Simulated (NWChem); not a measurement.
Correlation energy of FNa

```xyz
2

Na     0.0000     0.0000    -0.8497
F      0.0000     0.0000     1.0385
```
Charge 0, spin multiplicity 1.

Everything below was run with NWChem. Structure: optimised with PBE0/def2-SVP, a minimum by its harmonic frequencies.

Basis set: 3-21G. Each correlation energy counts from its own Hartree-Fock reference.

| method | correlation energy (mHa) | difference from CCSD(T) |
|---|---|---|
| MP2 | -128.6 | +2.0 |
| SCS-MP2 | -123.7 | +6.9 |
| CCSD | -127.8 | +2.9 |
| CCSD+T(CCSD) | -132.2 | -1.5 |
| CCSD(T) | -130.7 | 0.0 |
| CR-CCSD[T] | -132.0 | -1.3 |
| CR-CCSD(T) | -130.6 | 0.0 |
| CCSDT | -130.4 | +0.2 |

The values span 8.5 mHa, from CCSD+T(CCSD) (lowest) to SCS-MP2 (highest). 

The correlated methods keep 2 core orbitals frozen. The structure started from a generated list of species. Differences from the coupled-cluster row are differences between methods, not errors against experiment.
